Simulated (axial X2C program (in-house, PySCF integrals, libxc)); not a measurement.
## Correcting the dissociation energy of SnF for spin–orbit coupling

A spin-free PBE0 curve (one-electron X2C) was computed with an in-house all-electron X2C program for linear molecules (integrals from PySCF), basis Sn dyall-cv3z [11s12p9d4f1g], F dyall-av3z [7s6p3d2f] (cores contracted in-house), for the state M_S = 1/2, Λ = 1 (beyond evenly filled blocks: π+α). It gives D0 = 4.829 eV to Sn + F, which in a spin-free picture are the weighted means of the ground terms.

Measured levels of the ground terms (NIST Handbook of Basic Atomic Spectroscopic Data), in cm⁻¹: Sn 3P: J = 0 at 0, J = 1 at 1691.8, J = 2 at 3427.7; F 2P: J = 3/2 at 0, J = 1/2 at 404.1.

The two components of the molecular doublet are 2393 cm⁻¹ apart in the PBE0 2c search (Ω = 1/2 lower), so the lower one lies 1196 cm⁻¹ under their mean.

(1) How far does each ground level lie under the (2J+1)-weighted mean of its term?

(2) Correct D0.

Second-order spin–orbit effects in the molecule, which grow quickly with Z, are left out. The state is a single determinant with fixed occupations, the lowest that a limited PBE0 search found. Dissociation energies refer to the lowest single-determinant-based atoms at the same level and basis. Without a current term, density functionals place determinants with orbital angular momentum somewhat too high.

Answers

(1) Sn: (1 × 0 + 3 × 1691.8 + 5 × 3427.7)/9 = 2468 cm⁻¹; F: (4 × 0 + 2 × 404.1)/6 = 135 cm⁻¹.

(2) D0 = 4.829 + (1196 − 2603)/8065.5 = 4.655 eV at PBE0 with these spin–orbit terms.
